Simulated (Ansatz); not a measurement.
The cluster Hf₂Se₄, relaxed as a singlet with RKS PBE-D4/def2-SVP in Ansatz, starting from the GFN1-xTB geometry. Force threshold 0.02 eV/Å.

In the def2 sets Hf takes a core potential; there is no spin–orbit coupling. The relaxation made no stability test and no search for a lower SCF solution. The structure comes from a short search, and lower isomers may exist.

Start:

```csv
atom,x (Å),y (Å),z (Å)
Hf1,1.5081,0.4851,-0.1776
Hf2,-1.5099,-0.4717,0.1945
Se3,-3.7414,-1.2015,0.4438
Se4,-0.6327,1.8333,-0.4143
Se5,0.6309,-1.8119,0.4591
Se6,3.7450,1.1667,-0.5056
```

| step | energy (eV) | largest force component (eV/Å) | SCF passes |
| --- | --- | --- | --- |
| 1 | -263948.4001 | 1.286 | 23 |
| 2 (rejected) | -263948.3716 | 1.198 | 28 |
| 3 | -263948.5312 | 0.056 | 28 |
| 4 | -263948.5343 | 0.121 | 25 |
| 5 | -263948.5952 | 0.373 | 35 |
| 6 | -263948.7472 | 0.416 | 34 |
| 7 | -263948.8879 | 0.521 | 35 |
| 8 | -263949.1104 | 0.562 | 32 |
| 9 | -263949.2771 | 0.842 | 34 |
| 10 | -263949.4524 | 0.289 | 36 |
| 11 | -263949.4805 | 0.087 | 28 |
| 12 | -263949.4815 | 0.005 | 25 |

Force components are those of the run's own axes.

End:

Cartesian coordinates in Å:
```
Hf 1.455 0.658 0.640
Hf -1.451 -0.656 -0.638
Se -3.341 -0.981 0.741
Se -0.604 1.745 -0.414
Se 0.605 -1.743 0.423
Se 3.336 0.977 -0.752
```

By distances, no bond broke or formed. The bond that changes most is Hf2–Se5, from 2.54 to 2.56 Å (atoms count from 1).

No frequencies were taken in this run, so the end may be a saddle point.

It took 43 s on 4 threads of Arm Neoverse V2 on a shared host.
